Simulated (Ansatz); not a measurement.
`C[O][Ge]([SH])([Cl])[Cl]` + H₂ → `[SH][GeH]([Cl])[Cl]` + CH₃OH  (hydrogenolysis of a Ge–O bond)

Gas-phase electronic energies from Ansatz, PBE0-D4/def2-TZVP geometries. CCSD(T)/CBS adds triple-zeta CCSD(T) − MP2 to the extrapolated MP2 energy (def2 sets, frozen cores). This one scheme is used for every species. Functionals use def2-TZVPP. For Ge outer-core shells are correlated without core-valence functions, which leaves a few kJ/mol of doubt a bond. Scalar relativity is left out up to krypton. Each species was taken in one conformer, which may not be the lowest.

```
             level  ΔE (kJ/mol)
         r2SCAN-D4         29.0
      CAM-B3LYP-D4         22.8
           r2SCAN0         19.3
       HF/def2-SVP         -1.2
     HF/def2-TZVPP          3.8
SCS-MP2/def2-TZVPP         30.9
SCS-MP2/def2-QZVPP         28.9
    CCSD/CBS(def2)         18.7
```

Q: What does CCSD(T)/CBS give? (An estimate is asked.)

A: Ansatz gave: +25.4 kJ/mol. The listed levels differ from it by 3.6, -2.6, -6.1, -26.6, -21.6, 5.5, 3.5, -6.7 kJ/mol.

Largest T1 diagnostic among the species: 0.011.

The D4 term adds +15.2 kJ/mol with B3LYP and +8.7 kJ/mol with PBE0; it sums over pairs of atoms, weighted by their polarisabilities, and B3LYP, whose exchange is more repulsive, gets the larger term. From BLYP to BHLYP (50 % exact exchange), in def2-TZVPP and without D4, ΔE moves by −3.4 kJ/mol.

B3LYP here is the variant with VWN-RPA as its local correlation; programs differ in this.
